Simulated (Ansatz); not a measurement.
Start from `[CH3][AlH][SiH2]S` and change one atom or group to get `[CH3][AlH][SiH3]`.

Ansatz, PBE0-D4/def2-TZVP geometries, multiplicity 1. Each molecule was computed in one conformer, which needn't be the lowest.

```csv
property,`[CH3][AlH][SiH2]S`
size of the dipole moment (PBE/def2-TZVPP) / D,1.65
LUMO energy (PBE0/def2-TZVPP) / eV,-1.81
LUMO energy (ωB97M-V/def2-TZVPP) / eV,-0.19
size of the dipole moment (B3LYP/def2-TZVPP) / D,1.65
HOMO energy (B3LYP/def2-TZVPP) / eV,-6.99
HOMO–LUMO gap (PBE0/def2-TZVPP) / eV,5.43
```

Question: Give the same properties after the change, and the shifts. (Best estimate.)

Answer: Computed: 
| property | `[CH3][AlH][SiH3]` | shift |
| --- | --- | --- |
| size of the dipole moment (PBE/def2-TZVPP) / D | 1.05 | -0.60 |
| LUMO energy (PBE0/def2-TZVPP) / eV | -1.74 | 0.07 |
| LUMO energy (ωB97M-V/def2-TZVPP) / eV | -0.12 | 0.07 |
| size of the dipole moment (B3LYP/def2-TZVPP) / D | 1.02 | -0.63 |
| HOMO energy (B3LYP/def2-TZVPP) / eV | -7.16 | -0.17 |
| HOMO–LUMO gap (PBE0/def2-TZVPP) / eV | 5.61 | 0.18 |

With PBE0 the HOMO falls by 0.11 eV and the LUMO rises by 0.07 eV, so the gap widens by about 0.18 eV. PBE moves the HOMO by -0.25 eV and ωB97M-V by 0.08 eV. Dipoles are sizes alone; their direction can turn.

B3LYP here is the variant with VWN-RPA as its local correlation; programs differ in this.
